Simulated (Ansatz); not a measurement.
Job for Ansatz (a program for electronic structure): R-PBE/def2-TZVPPD on ClGeH5 (a complex). Files ending in .json are basis or fitting sets from the Basis Set Exchange.

Ansatz 0.2 input:
```yaml
crystal:
  periodic: [false, false, false]
  atoms:
    - {symbol: Cl, position_ang: [-0.44229765, 0.89322134, -0.64111788]}
    - {symbol: H, position_ang: [-0.26787755, 0.01493386, 0.28110514]}
    - {symbol: Ge, position_ang: [0.00278468, -0.05389299, 3.32575856]}
    - {symbol: H, position_ang: [0.16230253, -0.97509298, 4.54213266]}
    - {symbol: H, position_ang: [0.00206491, -0.92646081, 2.05334456]}
    - {symbol: H, position_ang: [1.17450775, 0.93211533, 3.24685554]}
    - {symbol: H, position_ang: [-1.32673365, 0.70618286, 3.40361627]}
basis:
  gaussian:
    orbitals: def2-TZVPPD.json
hamiltonian:
  xc: {name: PBE}
scf: {lower_state_search: off}
```

The head of its log:

```
Functional definition: PBE
[...]
these checks for a lower state are left out or cut short: stability, starts, cluster_reference, orbital_swaps, neighbouring_geometries, increment
integrals: 0.10 GiB planned
992 factors; their error is unknown
mean field: 0.67 GiB planned
mean field evaluation 1: about -69107.3142 eV, gradient 2.8e1 eV
mean field evaluation 2: about -69107.6238 eV, gradient 3.1e1 eV
```

Question: Give the final energy of this run.

Answer: -2539.6892 hartree.
